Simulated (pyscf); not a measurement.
Single points on ωB97X-D3(BJ)/def2-SVP structures (PySCF, gas phase).

### Question
For the elementary gas-phase step H₃Si–Cl + Cl–Sb=Se -> H₃Si–Se–Sb(Cl)–Cl (singlet surface; Cl–Si broken, Cl–Sb, Se–Si formed), what barrier and reaction energy does ωB97M-D3(BJ)/def2-TZVP give, measured from the separated reactants?

### Answer
ΔE‡ = 10.6 kcal/mol, ΔE = -22.4 kcal/mol. Zero-point energy shifts the barrier by +0.6 kcal/mol. It is an addition across a multiple bond or ene-type step, with an imaginary mode of 254i cm⁻¹. On the reactant side the descent ends in a complex, 7.6 kcal/mol under the separated species and 10.4 kcal/mol under the saddle at ωB97X-D3(BJ)/def2-TZVP. At ωB97X-D3(BJ)/def2-TZVP the barrier from the zero used here is 2.8 kcal/mol. One saddle was located; it need not be the lowest between these sides. Elements up to Kr have no core potential and no relativistic terms here. Elements past Kr carry the def2 core potentials, without spin-orbit coupling.
